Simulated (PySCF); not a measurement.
## BHandHLYP on S(2+) (sulfur, charge +2)

Configuration: [Ne] 3s1 3p2 4s1, high-spin 5P determinant (an excited configuration). All numbers are calculated (PySCF 2.14, no relativity, point nucleus, in aug-cc-pwCVQZ (10s9p7d5f3g, 134 functions)).

```json
{"Total energy": "-395.9244 hartree", "One-electron energy": "-530.6223 hartree", "Hartree (Coulomb) energy": "159.4741 hartree", "Exchange-correlation energy": "-24.7762 hartree", "Kinetic energy": "395.51947 hartree", "⟨S²⟩": "6.0000", "⟨L²⟩": "2.016", "Sum of ⟨r⟩": "12.41 bohr", "Sum of ⟨r²⟩": "27.09 bohr²", "Traceless quadrupole moment −½Σ⟨3z² − r²⟩ along its main axis": "1.33 e·bohr²", "Density at the nucleus (Gaussians lack the cusp)": "2640 bohr⁻³", "Spin density at the nucleus": "14.0 bohr⁻³", "Langevin diamagnetic susceptibility": "-21.5 ×10⁻⁶ cm³/mol", "Time after the integrals": "roughly 6 core-seconds"}
```

```csv
shell,electrons,mean orbital energy (eV),spread (eV),"rms radius, mean of both spins (bohr)"
1s α,1,-2487.6,0,0.113
1s β,1,-2486.4,0,0.113
2s α,1,-262.70,0,0.521
2s β,1,-261.25,0,0.521
2p α,3,-204.45,0.166,0.492
2p β,3,-203.06,0.833,0.492
3s α,1,-51.062,0,1.62
3p α,2,-37.788,0,1.79
4s α,1,-15.531,0,4.00
```

The outer electron is Rydberg-like, and this basis confines it to a smaller radius and binds it less than a complete one would.
